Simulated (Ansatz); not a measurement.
AlFGeH$_{2}$O, SMILES `[F][GeH]1[O][AlH]1`. Charge 0, multiplicity 1.

Z-matrix (Å, degrees):
```
Ge
O 1 1.859
Al 1 2.334 2 46.2
F 1 1.747 2 107.1 3 113.3
H 1 1.542 2 110.8 3 -135.5
H 3 1.572 1 168.3 2 175.7
```

Q: What are the harmonic wavenumbers in cm⁻¹ at PBE0-D4/def2-TZVP (Ansatz, finite differences of forces, unscaled)? (An estimate is asked.)

A: Ansatz gave: 139, 212, 364, 407, 426, 618, 629, 679, 738, 868, 1976, 2115.

Q: Is this a minimum?

A: Yes, all 12 modes are real.

Q: Give the ideal-gas thermochemistry at 298.15 K and 1 bar (rigid rotor, harmonic oscillator; point group C1, symmetry number 1).

A: Zero-point energy 54.8 kJ/mol; H(298) − E = 71.9 kJ/mol; entropy 318.6 J/(mol·K), of which translation 170.2, rotation 109.3, vibration 39.1; G(298) − E = -23.1 kJ/mol.

Q: Rotational constants (cm⁻¹)?

A: 0.3135, 0.08346, 0.08114.
